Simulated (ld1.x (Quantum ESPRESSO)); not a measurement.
Scattering properties, TM semilocal potential for Se (Z = 34)

selenium (Se), norm-conserving Troullier–Martins (semilocal form), made with ld1.x (Quantum ESPRESSO) 7.5 (revPBE, scalar-relativistic). Core [Ar] 3d10, reference 4s2 4p4. Waves: 4p (bound): rc 2.00 bohr; 4s (bound): rc 1.55 bohr. Local part: the s channel. Core correction: none.

The phase is arctan(r·u′/u) with u = r·R(r), unwrapped; energies in Ry, scanned from -3 to 5 Ry. A pole is an energy at which the radial function vanishes at the test radius. The pseudo phase is shifted by a multiple of π to meet the all-electron one at the reference energy, and phase errors are pseudo minus all-electron; the curves can meet again beyond the range given. Levels narrower than the energy grid can be missing from the lists of poles.

**Question.** For each channel, where are the poles, and over which energies does the pseudopotential scatter like the atom?

**Answer.**

| channel | radius (bohr) | reference energy (Ry) | poles, all-electron | poles, pseudo | unbroken range about the reference energy with phases within 0.05 rad | phase error 1 Ry above the reference energy (rad) |
| --- | --- | --- | --- | --- | --- | --- |
| s | 2.21 | -1.27 | 0.09 | 0.08 | below 3.1 | -0.001 |
| p | 2.21 | -0.48 | 1.54 | 1.49 | below 3.9 | -0.003 |

Phases in the s channel:

| E (Ry) | all-electron | pseudo |
| --- | --- | --- |
| -3.00 | 1.137 | 1.136 |
| -2.52 | 0.992 | 0.991 |
| -2.04 | 0.620 | 0.618 |
| -1.56 | -0.421 | -0.422 |
| -1.08 | -1.171 | -1.171 |
| -0.60 | -1.420 | -1.421 |
| -0.12 | -1.536 | -1.538 |
| 0.36 | -1.607 | -1.610 |
| 0.84 | -1.660 | -1.665 |
| 1.32 | -1.707 | -1.713 |
| 1.80 | -1.754 | -1.764 |
| 2.28 | -1.806 | -1.824 |
| 2.76 | -1.873 | -1.905 |
| 3.24 | -1.968 | -2.032 |
| 3.72 | -2.123 | -2.272 |
| 4.20 | -2.423 | -2.811 |
| 4.68 | -3.028 | -3.647 |
